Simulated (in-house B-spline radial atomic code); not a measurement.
As. Computed with a B-spline radial atomic code. Model: non-relativistic spherical atom: semilocal Troullier-Martins pseudo-atom, one channel per l, against all electrons, high spin, G0W0 and RPA with empty states to l = 8, local potential for every l without a channel, a model core (radius 0 = none) keeps its share of the functional.

The core holds an angular momentum without a channel of its own, so the local potential lets valence electrons into it.

What the tables leave out is listed at the end.

The pseudopotential gives back the lowest level of each angular momentum of its own functional in the configuration it was made in; a second state of the same l is only approximately right. Exact exchange, RPA and GW see the smooth pseudo-orbitals and miss the exchange with the core, for which the functional's share stands in. The column with an uncorrelated core keeps all orbitals and exact exchange, and so separates missing core correlation from pseudisation. Only the three outermost levels and the lowest empty one were computed. RPA here is direct RPA, with no exchange kernel, and its energies carry an (l + 1/2)⁻⁴ tail. A hybrid on a potential with a model core restores only its own semilocal share of the core's exchange.

Command:
```bash
python run_psgw.py task.json out
```
Settings (lengths in bohr, energies in hartree):
```
Z                      33
electrons              33
configuration          [Ar] 3d10 4s2 4p3
generated_in           [Ar] 3d10 4s2 4p3
functional             pbe,pbe
core_shells            6
radius_factor          1.3
core_correction        True
```

Run time, properties included: 34 s on 1 thread of Arm Neoverse N1 (shared host).

Given: made with PBE; model core radius 1.28 bohr; local radius 2.226 bohr; mean-field start PBE.

Valence shells of the generating configuration: 4s, 4p.

Channel: s 2.159, p 2.607 (radii in bohr).

Computed: largest level miss in the spin-unpolarised generating configuration 0 eV; valence RPA correlation energy all-electron orbitals -0.18267 hartree; valence RPA correlation energy pseudo -0.20079 hartree; pseudo-atom RPA polarisability 28.134 bohr³.

```tsv
level	occupied	mean-field all-electron (eV)	mean-field pseudo minus all (eV)	G0W0 all-electron (eV)	G0W0 uncorrelated core minus all (eV)	G0W0 pseudo minus all (eV)	exchange self-energy all-electron (eV)	exchange self-energy pseudo (eV)
4p up	1	-5.9554	0.004	-9.6681	0.143	0.074	-16.345	-14.222
4p down (empty)	0	-3.6564	-0.026	-1.1089	0.165	-0.121	-4.3055	-2.2798
```

What is the all-electron RPA polarisability, core included?

27.777 bohr³.

Given: mean-field start PBE0.

Computed: valence RPA correlation energy all-electron orbitals -0.16591 hartree; valence RPA correlation energy pseudo -0.18123 hartree; pseudo-atom RPA polarisability 23.939 bohr³.

```
          level  occupied  mean-field all-electron (eV)  mean-field pseudo minus all (eV)  G0W0 all-electron (eV)  G0W0 uncorrelated core minus all (eV)  G0W0 pseudo minus all (eV)  exchange self-energy all-electron (eV)  exchange self-energy pseudo (eV)
          4p up         1                       -7.1338                             0.014                 -9.9925                                  0.152                       0.063                                  -16.38                           -14.226
        4s down         1                       -13.452                             0.201                 -16.339                                  0.474                       0.359                                 -16.195                           -12.266
4p down (empty)         0                       -2.6294                            -0.034                -0.81084                                  0.158                      -0.088                                 -3.9153                           -2.1463
```

What is the all-electron RPA polarisability, core included?

23.291 bohr³.

Among the listed levels the largest G0W0 shift of the pseudo-atom is +0.36 eV, for 4s down on the PBE0 start, while leaving the core uncorrelated moves that level by +0.47 eV. The rest, -0.11 eV, comes from pseudisation and the lost core exchange. Not in the tables (levels of low weight, unsolved or above zero; the highest and the empty levels are kept at any weight): on PBE the G0W0 levels 4s down (pseudo minus all +0.03 eV, weights 0.74 and 0.74), 4s up (pseudo minus all +0.13 eV, weights 0.07 and 0.06); on PBE0 the G0W0 levels 4s up (pseudo minus all +0.32 eV, weights 0.31 and 0.34); no Hartree-Fock pseudo-atom is run with a model core.
